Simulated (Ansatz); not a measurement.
Consider the ligand exchange at a Ge–N bond: `C[NH][GeH]([F])[O]C` + HCl → `C[O][GeH]([F])[Cl]` + CH₃NH₂.

Computed with Ansatz on PBE0-D4/def2-TZVP structures; ΔE is electronic, products minus reactants. CCSD(T)/CBS adds triple-zeta CCSD(T) − MP2 to the extrapolated MP2 energy (def2 sets, frozen cores). This one scheme is used for every species. Functionals use def2-TZVPP. For Ge outer-core shells are correlated without core-valence functions, which leaves a few kJ/mol of doubt a bond. Scalar relativity is left out up to krypton. One conformer a species, not always the lowest.

`C[NH][GeH]([F])[O]C`:

Z-matrix (Å, degrees):
```
C
N 1 1.449
H 1 1.097 2 113.9
H 1 1.093 2 109.8 3 -120.5
H 1 1.093 2 110.3 3 122.0
Ge 2 1.794 1 122.3 3 83.0
H 2 1.009 1 114.1 3 -62.7
O 6 1.756 2 105.1 1 176.0
F 6 1.750 2 113.5 1 -69.7
H 6 1.531 2 112.9 1 49.0
C 8 1.413 6 119.9 2 166.8
H 11 1.092 8 107.6 6 -176.3
H 11 1.094 8 111.9 6 -57.0
H 11 1.097 8 111.8 6 65.1
```

HCl:

```xyz
2

Cl    0.109    0.312    0.547
H    -0.109   -0.312   -0.547
```

`C[O][GeH]([F])[Cl]`:

```xyz
9

C    -1.390   -0.248    0.227
O    -0.166    0.103    0.844
Ge    1.279    0.375   -0.095
F     2.543    0.334    1.066
Cl    1.584   -1.246   -1.448
H    -1.767    0.554   -0.419
H    -1.298   -1.164   -0.364
H    -2.115   -0.417    1.024
H     1.330    1.710   -0.835
```

CH₃NH₂:

Z-matrix (Å, degrees):
```
C
N 1 1.453
H 1 1.092 2 109.4
H 1 1.100 2 115.4 3 -121.6
H 1 1.092 2 109.4 3 116.8
H 2 1.012 1 110.6 3 62.6
H 2 1.012 1 110.6 3 -179.3
```

Task: Is it downhill or uphill in electronic energy at CCSD(T)/CBS, and by how much? (An estimate is asked.)

Result: Ansatz gave: Downhill: ΔE = -45.7 kJ/mol.

Task: What do these levels give: PBE-D4, PBE0-D4, ωB97X-V, ωB97M-V, PBE, r2SCAN, HF/def2-TZVPP, MP2/def2-TZVPP, CCSD(T)/def2-TZVPP, HF/def2-QZVPP, SCS-MP2/def2-QZVPP, MP2/CBS(def2)? (Estimate.)

Result: The calculation gave: PBE-D4 -53.9, PBE0-D4 -54.0, ωB97X-V -50.4, ωB97M-V -51.5, PBE -56.4, r2SCAN -56.1, HF/def2-TZVPP -58.7, MP2/def2-TZVPP -46.4, CCSD(T)/def2-TZVPP -45.1, HF/def2-QZVPP -59.1, SCS-MP2/def2-QZVPP -47.5, MP2/CBS(def2) -46.9 kJ/mol.

Largest T1 diagnostic among the species: 0.012.

The D4 term adds +3.6 kJ/mol with B3LYP and +2.2 kJ/mol with PBE0; it sums over pairs of atoms, weighted by their polarisabilities, and B3LYP, whose exchange is more repulsive, gets the larger term. In def2-TZVPP, CCSD(T) changes the Hartree–Fock value by +13.6 kJ/mol (the triples alone add +0.5 kJ/mol) and MP2 by +12.3 kJ/mol.

B3LYP here is the variant with VWN-RPA as its local correlation; programs differ in this.
